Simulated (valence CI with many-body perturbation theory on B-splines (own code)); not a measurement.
**Energy levels of Pt LXXIV**

Level of theory: relativistic CI+MBPT: three valence electrons over a frozen Dirac-Fock core [He], radial functions for each j: 11 s, 11 p, 9 d, 7 f, 5 g, 2 h, 1 i, with the one-electron correlation potential Σ1 (screened to all orders), the two-electron term Σ2, the three-electron term Σ3, Breit, model QED; selected single and double excitations, second order for the rest (own B-spline code, finite nucleus).

No measured spectrum was set against this ion. As an estimate, large intervals hold to a few tenths of a per cent, small ones and those within an open d or f shell to about a per cent.

Levels 46 to 90 of 103, with energies above the lowest level, (2s^2 2p1/2) J=1/2. "Leading %" is the weight of the configuration and term that name the level; weights of strongly mixed levels are sums over their largest components and can fall short. In the jj column 3d3/2^4 stands for four electrons in 3d with j = 3/2. Lifetimes count E1, E2, E3, M1 and M2 decay at the calculated energies, and are blank where another channel may lead or the interval is too uncertain; long ones can be off by a factor of two.

```tsv
No.	Configuration	Term	J	E (Ry)	Leading %	Second component	Lifetime	g	Leading jj
46	2s.2p.3s	2P°	1/2	1044.5	90	10 % 2s.2p.3s 4P°	2.01 fs	0.825	2s 2p3/2 3s (100 %)
47	2s.2p.3p	4P	3/2	1044.6	46	27 % 2s.2p.3p 4S	4.42 fs	1.615	2s 2p3/2 3p1/2 (100 %)
48	2s.2p.3p	2D	5/2	1044.7	44	38 % 2s.2p.3p 4D	1.71 fs	1.297	2s 2p3/2 3p1/2 (100 %)
49	2s.2p.3s	2P°	3/2	1045.1	82	18 % 2s.2p.3s 4P°	4.04 fs	1.371	2s 2p3/2 3s (99 %)
50	2s.2p.3p	2P	1/2	1051.6	47	22 % 2s.2p.3p 2S	1.69 fs	1.261	2s 2p3/2 3p1/2 (99 %)
51	2s.2p.3p	2D	3/2	1051.7	61	20 % 2s.2p.3p 2P	2.56 fs	0.963	2s 2p3/2 3p1/2 (99 %)
52	2p2.3s	4P	3/2	1060.0	87	11 % 2p2.3s 2P	4.72 fs	1.643	2p1/2 2p3/2 3s (99 %)
53	2p2.3s	2P	1/2	1060.8	66	33 % 2p2.3s 4P	2.31 fs	1.287	2p1/2 2p3/2 3s (98 %)
54	2p2.3s	2D	5/2	1061.3	65	34 % 2p2.3s 4P	4.30 fs	1.298	2p1/2 2p3/2 3s (99 %)
55	2p2.3s	2D	3/2	1062.0	64	34 % 2p2.3s 2P	2.44 fs	0.946	2p1/2 2p3/2 3s (99 %)
56	2p2.3p	4P°	1/2	1065.2	49	28 % 2p2.3p 4D°	991 as	1.728	2p1/2 2p3/2 3p1/2 (100 %)
57	2p2.3p	4D°	3/2	1065.7	55	23 % 2p2.3p 2D°	985 as	1.119	2p1/2 2p3/2 3p1/2 (100 %)
58	2p2.3p	2F°	5/2	1066.6	50	30 % 2p2.3p 2D°	987 as	1.033	2p1/2 2p3/2 3p1/2 (100 %)
59	2p2.3p	2P°	3/2	1070.5	43	25 % 2p2.3p 2D°	1.09 fs	1.295	2p1/2 2p3/2 3p1/2 (99 %)
60	2s.2p.3p	4D	7/2	1083.3	100		145 fs	1.396	2s 2p3/2 3p3/2 (100 %)
61	2s.2p.3p	2P	3/2	1084.2	55	32 % 2s.2p.3p 4S	2.14 fs	1.472	2s 2p3/2 3p3/2 (100 %)
62	2s.2p.3p	4P	5/2	1085.7	52	43 % 2s.2p.3p 2D	2.31 fs	1.383	2s 2p3/2 3p3/2 (100 %)
63	2s.2p.3p	2S	1/2	1086.1	48	38 % 2s.2p.3p 2P	1.26 fs	1.345	2s 2p3/2 3p3/2 (99 %)
64	2s.2p.3d	4D°	5/2	1089.0	44	22 % 2s.2p.3d 2D°	471 as	1.210	2s 2p3/2 3d3/2 (99 %)
65	2s.2p.3d	4D°	3/2	1089.5	43	40 % 2s.2p.3d 4P°	433 as	1.305	2s 2p3/2 3d3/2 (100 %)
66	2s.2p.3d	4F°	7/2	1089.6	45	42 % 2s.2p.3d 2F°	504 as	1.189	2s 2p3/2 3d3/2 (98 %)
67	2s.2p.3d	4P°	1/2	1089.9	82	15 % 2s.2p.3d 4D°	488 as	2.141	2s 2p3/2 3d3/2 (100 %)
68	2s.2p.3p	2D	5/2	1091.1	72	16 % 2s.2p.3p 4D	2.74 fs	1.251	2s 2p3/2 3p3/2 (100 %)
69	2s.2p.3p	2P	3/2	1092.6	57	29 % 2s.2p.3p 2D	3.00 fs	1.218	2s 2p3/2 3p3/2 (100 %)
70	2s.2p.3p	2S	1/2	1092.9	60	20 % 2s.2p.3p 2P	29.7 fs	1.717	2s 2p3/2 3p3/2 (100 %)
71	2s.2p.3d	2D°	3/2	1096.0	62	15 % 2s.2p.3d 4P°	472 as	0.906	2s 2p3/2 3d3/2 (93 %)
72	2s.2p.3d	2F°	5/2	1096.5	68	16 % 2s.2p.3d 2D°	497 as	0.920	2s 2p3/2 3d3/2 (99 %)
73	2s.2p.3d	2P°	1/2	1097.3	71	24 % 2s.2p.3d 4D°	414 as	0.597	2s 2p3/2 3d3/2 (98 %)
74	2s.2p.3d	4F°	9/2	1098.1	100		3.22 ps	1.304	2s 2p3/2 3d5/2 (100 %)
75	2s.2p.3d	2D°	5/2	1100.1	41	34 % 2s.2p.3d 4P°	559 as	1.302	2s 2p3/2 3d5/2 (99 %)
76	2s.2p.3d	4D°	7/2	1100.6	50	43 % 2s.2p.3d 2F°	370 as	1.266	2s 2p3/2 3d5/2 (97 %)
77	2s.2p.3d	2P°	3/2	1101.4	41	40 % 2s.2p.3d 2D°	541 as	1.155	2s 2p3/2 3d5/2 (91 %)
78	2s.2p.3d	2P°	1/2	1102.7	82	7 % 2s.2p.3d 4D°	497 as	0.795	2s 2p3/2 3d5/2 (94 %)
79	2s.2p.3d	2F°	7/2	1105.8	51	17 % 2p2.3p 2F°	1.33 fs	1.185	2s 2p3/2 3d5/2 (74 %)
80	2p2.3p	4D°	5/2	1105.9	51	33 % 2p2.3p 4P°	1.68 fs	1.393	2p1/2 2p3/2 3p3/2 (97 %)
81	2p2.3p	2P°	1/2	1106.4	37	29 % 2p2.3p 4P°	1.61 fs	1.539	2p1/2 2p3/2 3p3/2 (96 %)
82	2p2.3p	2D°	3/2	1106.8	49	18 % 2p2.3p 4P°	1.48 fs	1.128	2p1/2 2p3/2 3p3/2 (93 %)
83	2s.2p.3d	2D°	5/2	1107.5	55	15 % 2s.2p.3d 2F°	379 as	1.156	2s 2p3/2 3d5/2 (88 %)
84	2p2.3p	2F°	7/2	1107.7	47	26 % 2p2.3p 4D°	2.14 fs	1.194	2p1/2 2p3/2 3p3/2 (73 %)
85	2s.2p.3d	2P°	3/2	1107.9	67	9 % 2s.2p.3d 2D°	522 as	1.239	2s 2p3/2 3d5/2 (95 %)
86	2p2.3p	4S°	3/2	1108.8	34	27 % 2p2.3p 2D°	1.72 fs	1.413	2p1/2 2p3/2 3p3/2 (99 %)
87	2p2.3p	2D°	5/2	1109.7	60	14 % 2p2.3p 2F°	1.26 fs	1.159	2p1/2 2p3/2 3p3/2 (90 %)
88	2p2.3d	4F	3/2	1110.6	43	26 % 2p2.3d 2P	1.43 fs	0.916	2p1/2 2p3/2 3d3/2 (100 %)
89	2p2.3d	4F	5/2	1110.6	52	39 % 2p2.3d 2F	3.69 fs	0.949	2p1/2 2p3/2 3d3/2 (100 %)
90	2p2.3d	4D	1/2	1111.1	79	15 % 2p2.3d 2P	2.58 fs	0.251	2p1/2 2p3/2 3d3/2 (100 %)
```
